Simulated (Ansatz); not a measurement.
Consider the redistribution: `B[SiH]([GeH3])C#N` + `C[Si](O)(O)F` → `B[Si](O)(O)F` + `C[SiH]([GeH3])C#N`.

Gas-phase electronic energies from Ansatz, PBE0-D4/def2-TZVP geometries. CBS: MP2 limit from def2 TZ/QZ plus the TZ coupled-cluster correction, frozen cores. This one scheme is used for every species. Functionals use def2-TZVPP. For Ge outer-core shells are correlated without core-valence functions, which leaves a few kJ/mol of doubt a bond. Scalar relativity is left out up to krypton. One conformer a species, not always the lowest.

`B[SiH]([GeH3])C#N`:

Cartesian coordinates in Å:
```
B -0.305 1.933 0.468
Si -0.596 -0.034 0.528
Ge 1.404 -1.043 -0.329
C -1.962 -0.591 -0.588
N -2.797 -0.934 -1.305
H 0.330 2.454 1.335
H -0.667 2.588 -0.461
H -0.889 -0.600 1.869
H 2.582 -0.685 0.590
H 1.683 -0.522 -1.744
H 1.218 -2.566 -0.363
```

`C[Si](O)(O)F`:

Z-matrix (Å, degrees):
```
C
Si 1 1.839
H 1 1.092 2 111.0
H 1 1.092 2 110.5 3 -120.0
H 1 1.092 2 110.5 3 120.2
O 2 1.625 1 108.4 3 176.6
O 2 1.636 1 114.9 3 -62.5
F 2 1.601 1 108.4 3 56.5
H 6 0.958 2 117.8 1 164.8
H 7 0.958 2 118.0 1 88.4
```

`B[Si](O)(O)F`:

Cartesian coordinates in Å:
```
B 0.121 1.478 -0.690
Si 0.146 -0.293 0.251
O -0.658 -1.501 -0.510
O -0.499 -0.175 1.738
F 1.691 -0.719 0.337
H -0.053 2.507 -0.112
H 0.299 1.530 -1.871
H -0.291 -1.843 -1.327
H -0.757 -0.985 2.183
```

`C[SiH]([GeH3])C#N`:

```xyz
12

C     0.746   -1.591   -0.425
Si   -0.113    0.047   -0.664
Ge    0.278    1.592    1.104
C    -1.943   -0.258   -0.702
N    -3.080   -0.445   -0.686
H     0.447   -2.050    0.519
H     0.498   -2.278   -1.237
H     1.829   -1.448   -0.411
H     0.214    0.655   -1.978
H     1.781    1.914    1.172
H    -0.155    0.971    2.441
H    -0.503    2.891    0.868
```

Q: Is it downhill or uphill in electronic energy at CCSD(T)/CBS, and by how much? (Best estimate.)

A: Computed: Uphill: ΔE = +6.2 kcal/mol.

Q: What do these levels give: revPBE-D4, B2PLYP, PBE-QIDH, HF/def2-QZVPP, MP2/def2-QZVPP, MP2/CBS(def2)? (An estimate is asked.)

A: Ansatz gave: revPBE-D4 6.7, B2PLYP 6.1, PBE-QIDH 6.6, HF/def2-QZVPP 5.3, MP2/def2-QZVPP 6.1, MP2/CBS(def2) 6.0 kcal/mol.

Largest T1 diagnostic among the species: 0.014.

In def2-TZVPP, CCSD(T) changes the Hartree–Fock value by +0.9 kcal/mol (the triples alone add +0.2 kcal/mol) and MP2 by +0.8 kcal/mol. Leaving LDA and LC-ωPBE aside and taking each functional with its dispersion term where it has one, the values, not all of them listed here, spread over 1.8 kcal/mol, from ωB97X-V to B97M-V. LDA lies +1.0 kcal/mol from PBE without D4.
